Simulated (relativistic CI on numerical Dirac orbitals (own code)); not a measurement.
# Forbidden transitions in Tl57+

Method of calculation: Dirac-Coulomb-Breit CI, KLI orbitals optimised for each configuration, QED by a radiative potential, unscaled Slater integrals (own radial code, finite nucleus).

Configurations in the expansion (outside the closed core [Ne]): 3s²3p⁶3d⁶, 3s²3p⁵3d⁷, 3s²3p⁴3d⁸, 3s3p⁶3d⁷, 3p⁶3d⁸, 3s3p⁵3d⁸, 3s²3p⁶3d⁵4s, 3s²3p⁶3d⁵4p, 3s²3p⁴3d⁷4s, 3s²3p⁶3d⁵4d, 3s²3p⁵3d⁶4s, 3s²3p⁶3d⁵4f, 3s²3p⁶3d⁴4s², 3s3p⁶3d⁶4s, 3p⁶3d⁷4s, 3p⁶3d⁷4p. Levels of other configurations are missing.

| λ vac (Å) | Lower | Upper | Type | A (s⁻¹) | gf | Branching (%) |
| --- | --- | --- | --- | --- | --- | --- |
| 103.26 | 3s²3p⁶3d⁶ ³F4 [1] | 3s²3p⁶3d⁶ ³D3 [10] | M1 | 3.33e+06 | 3.73e-05 | 72.7 |
| 103.52 | 3s²3p⁶3d⁶ ³G5 [8] | 3s²3p⁶3d⁶ ¹G4 [24] | M1 | 6.90e+06 | 9.98e-05 | 67.7 |
| 106.71 | 3s²3p⁶3d⁶ ⁵D3 [4] | 3s²3p⁶3d⁶ ⁵D3 [19] | M1 | 8.57e+06 | 1.02e-04 | 42.3 |
| 107.59 | 3s²3p⁶3d⁶ ⁵D4 [5] | 3s²3p⁶3d⁶ ⁵D3 [19] | M1 | 6.99e+06 | 8.49e-05 | 34.4 |
| 111.16 | 3s²3p⁶3d⁶ ⁵D4 [5] | 3s²3p⁶3d⁶ ³H4 [18] | M1 | 1.70e+07 | 2.84e-04 | 79.4 |
| 111.61 | 3s²3p⁶3d⁶ ³H6 [7] | 3s²3p⁶3d⁶ ¹I6 [21] | M1 | 5.08e+06 | 1.23e-04 | 70.5 |
| 111.77 | 3s²3p⁶3d⁶ ³G5 [8] | 3s²3p⁶3d⁶ ¹I6 [21] | M1 | 2.12e+06 | 5.16e-05 | 29.4 |
| 112.52 | 3s²3p⁶3d⁶ ³F4 [1] | 3s²3p⁶3d⁶ ³G5 [8] | M1 | 2.51e+06 | 5.25e-05 | 99.8 |
| 113.56 | 3s²3p⁶3d⁶ ³P2 [2] | 3s²3p⁶3d⁶ ³F2 [9] | M1 | 7.53e+06 | 7.28e-05 | 99.9 |
| 115.23 | 3s²3p⁶3d⁶ ³H6 [7] | 3s²3p⁶3d⁶ ³H5 [20] | M1 | 6.87e+06 | 1.50e-04 | 54.5 |
| 115.41 | 3s²3p⁶3d⁶ ³G5 [8] | 3s²3p⁶3d⁶ ³H5 [20] | M1 | 3.39e+06 | 7.45e-05 | 26.9 |
| 116.97 | 3s²3p⁶3d⁶ ⁵D3 [4] | 3s²3p⁶3d⁶ ⁵D2 [16] | M1 | 2.04e+07 | 2.09e-04 | 74.5 |
| 117.32 | 3s²3p⁶3d⁶ ³D3 [10] | 3s²3p⁶3d⁶ ³F3 [22] | M1 | 5.72e+06 | 8.27e-05 | 40.9 |
| 119.79 | 3s²3p⁶3d⁶ ⁵D1 [6] | 3s²3p⁶3d⁶ ⁵D0 [17] | M1 | 2.98e+07 | 6.40e-05 | 97.5 |
| 120.91 | 3s²3p⁶3d⁶ ³G5 [8] | 3s²3p⁶3d⁶ ³H4 [18] | M1 | 3.22e+06 | 6.35e-05 | 15.0 |
| 122.51 | 3s²3p⁶3d⁶ ³F4 [1] | 3s²3p⁶3d⁶ ⁵D4 [5] | M1 | 1.17e+07 | 2.36e-04 | 100.0 |
| 123.49 | 3s²3p⁶3d⁶ ⁵D1 [6] | 3s²3p⁶3d⁶ ⁵D2 [16] | M1 | 6.32e+06 | 7.22e-05 | 23.1 |
| 123.68 | 3s²3p⁶3d⁶ ³F4 [1] | 3s²3p⁶3d⁶ ⁵D3 [4] | M1 | 1.00e+07 | 1.61e-04 | 75.2 |
| 128.16 | 3s²3p⁶3d⁶ ³P2 [2] | 3s²3p⁶3d⁶ ⁵D1 [6] | M1 | 1.32e+07 | 9.75e-05 | 87.7 |
| 136.03 | 3s²3p⁶3d⁶ ³P2 [2] | 3s²3p⁶3d⁶ ⁵D3 [4] | M1 | 3.31e+06 | 6.43e-05 | 24.8 |

Terms are leading LS components. Brackets give the number of a level in order of energy, since labels repeat. The list gives strong lines, with weight on those to low levels, among the lowest 200 of 2618 levels, so that lines to higher ones, which can be the strongest, are missing. Levels whose partners in the same complex of configurations lie outside the list can be far off, and so can their lines. Rates are taken at the computed energies, electric ones in the length gauge.

At this charge energies of transitions that change n are usually good to better than 1 %, and those within a shell (Δn = 0) to a few per cent.

LS names give the leading component of a level, which can be under half, so a name can repeat, a term be missing and a line seem to break the LS rules.
